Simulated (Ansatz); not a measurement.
**Redistribution: CH3F + C2H4ClI → CH3I + C2H4ClF**

Species: CH3F (fluoromethane) `CF`, singlet; C2H4ClI `CC(Cl)I`, singlet; CH3I `CI`, singlet; C2H4ClF (1-chloro-1-fluoroethane) `CC(F)Cl`, singlet. The partners trade F for I; both sit on C, so the bond types are kept.

Shapes, held fixed at every level: PBE0-D4/def2-TZVP. Programs: Ansatz 0.2.0. The zero-point and thermal change to 298 K, harmonic and unscaled (PBE0-D4/def2-TZVP), is -1.3 kJ/mol.

(1) Estimate ΔH(298 K) of this reaction.

Results:

(1) The highest level, CCSD(T)/def2-TZVPP, gives ΔH(298 K) = -35.7 kJ/mol; the levels span -49.0 to -29.4. The column of differences is taken from that level and isn't an error. No measured value is set beside it here. For atoms past krypton def2 sets carry core potentials with scalar relativity. Correlated rows may include outer-core shells of I, which these sets cover unevenly.

| level | kind | ΔH(298 K) (kJ/mol) | less CCSD(T)/def2-TZVPP |
| --- | --- | --- | --- |
| HF/def2-SVP | Hartree–Fock | -49.0 | -13.3 |
| PBE-D4/def2-TZVPP | GGA | -36.5 | -0.8 |
| B3LYP-D4/def2-TZVPP | global hybrid | -35.2 | +0.5 |
| BHLYP-D4/def2-TZVPP | global hybrid | -36.9 | -1.2 |
| r2SCAN0-D4/def2-TZVPP | global hybrid | -42.1 | -6.4 |
| MP2/def2-TZVPP | perturbation theory | -29.4 | +6.3 |
| CCSD/def2-TZVPP | coupled cluster or CI | -37.6 | -1.9 |
| CCSD(T)/def2-TZVPP | coupled cluster or CI | -35.7 | 0.0 |
